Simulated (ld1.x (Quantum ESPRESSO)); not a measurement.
**Which change was made? (Tc, TM)**

Tc, norm-conserving Troullier–Martins (Kleinman–Bylander form), made with ld1.x (Quantum ESPRESSO) 7.5 (PBE, scalar-relativistic). Core [Kr], reference 4d5.5 5s1.5 5p0. Waves: 5p (bound, empty): rc 3.85 bohr; 4d (bound): rc 1.35 bohr; 5s (bound): rc 2.45 bohr. Local part: the s channel. Core correction: a·sin(br)/r model core inside 0.90 bohr.

Cutoffs, loose and tight: the cutoffs (Ry, on a coarse ladder) from which the occupation-weighted sum of valence levels, in a spherical-Bessel basis at the reference potential, stays within 10 and 1 mRy of its value at 400 Ry. They do not see the model core or the augmentation charge, which bear on the density cutoff. Test errors are all-electron minus pseudo excitation energies from the reference, over the configurations 4d5 5s2 5p0; 4d5 5s1 5p0; 4d5 5s0 5p0; 4d6 5s0 5p0; 4d4 5s2 5p1; 4d4 5s2 5p0; 4d5 5s0 5p1; variants that change the core or the reference have their own tests. The largest error is taken over the tests solved by every variant that gives reliable tests at all, those not shown here included: 4d5 5s1 5p0; 4d5 5s2 5p0; 4d6 5s0 5p0.

The base gives: outcome: generated; cutoff, loose: 50 Ry; cutoff, tight: 70 Ry; bound ghosts: none; largest test error (meV): -71.

After one change the result is: outcome: generated; cutoff, loose: 160 Ry; cutoff, tight: 230 Ry; bound ghosts: p; largest test error (meV): -34. Which change was it?
A. all radii but the core radius scaled by about 0.73 (s 1.80, p 2.82, d 1.00 bohr)
B. all radii but the core radius scaled by about 0.89 (s 2.18, p 3.42, d 1.20 bohr)
C. reference 4d5 5s1 5p1
D. wave 4d (bound): rc 1.35 bohr becomes 4d (bound): rc 2.08 bohr
E. local potential all-electron potential smoothed inside 1.25 bohr (lloc = -1)

A. The others give: local potential all-electron potential smoothed inside 1.25 bohr (lloc = -1) → outcome: generated; cutoff, loose: 50 Ry; cutoff, tight: 70 Ry; bound ghosts: s, p; largest test error (meV): -60 | all radii but the core radius scaled by about 0.89 (s 2.18, p 3.42, d 1.20 bohr) → outcome: generated; cutoff, loose: 70 Ry; cutoff, tight: 100 Ry; bound ghosts: none; largest test error (meV): -61 | wave 4d (bound): rc 1.35 bohr becomes 4d (bound): rc 2.08 bohr → outcome: generated; cutoff, loose: 40 Ry; cutoff, tight: 50 Ry; bound ghosts: none; largest test error (meV): -67 | reference 4d5 5s1 5p1 → outcome: generated; cutoff, loose: 50 Ry; cutoff, tight: 70 Ry; bound ghosts: none; largest test error (meV): -983.
